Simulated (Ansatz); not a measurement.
Isolated molecules relaxed with PBE0-D4/def2-TZVP in Ansatz; ΔE leaves out vibrations. CCSD(T)/CBS is the MP2 limit (def2-TZVPP, def2-QZVPP) plus CCSD(T) − MP2 in def2-TZVPP, frozen cores. This one scheme is used for every species. DFT in def2-TZVPP. Each species was taken in one conformer, which may not be the lowest.

Reaction (substitution at a C–C bond): `O=CCS` + `O[SiH3]` → `O=CO[SiH3]` + CH₃SH

```json
{"species": "`O=CCS`", "LDA (SPW92) energy (Eh)": "-549.45359"}
{"species": "`O[SiH3]`", "LDA (SPW92) energy (Eh)": "-365.45630"}
{"species": "`O=CO[SiH3]`", "LDA (SPW92) energy (Eh)": "-477.97103"}
{"species": "CH₃SH", "LDA (SPW92) energy (Eh)": "-436.95472"}
```

**Question.** Work out ΔE.

**Answer.** ΔE = (-477.97103) + (-436.95472) − (-549.45359) − (-365.45630) = -0.01586 Eh = -41.6 kJ/mol. CCSD(T)/CBS gives -38.2 kJ/mol.

**Question.** What do rigid-rotor, harmonic-oscillator terms from PBE0-D4/def2-TZVP frequencies (298.15 K, 1 bar) make of the CCSD(T)/CBS value? (An estimate is asked.)

**Answer.** The calculation gave: ΔZPE = +3.4 kJ/mol, ΔH = -35.0 kJ/mol, ΔS = -3 J/(mol·K), ΔG = -34.1 kJ/mol.

Largest T1 diagnostic among the species: 0.016.

In def2-TZVPP, CCSD(T) changes the Hartree–Fock value by +12.0 kJ/mol (the triples alone add +0.0 kJ/mol) and MP2 by +13.9 kJ/mol. At CCSD(T), def2-SVP lies −19.2 kJ/mol from the extrapolated value and def2-TZVPP −3.6 kJ/mol.
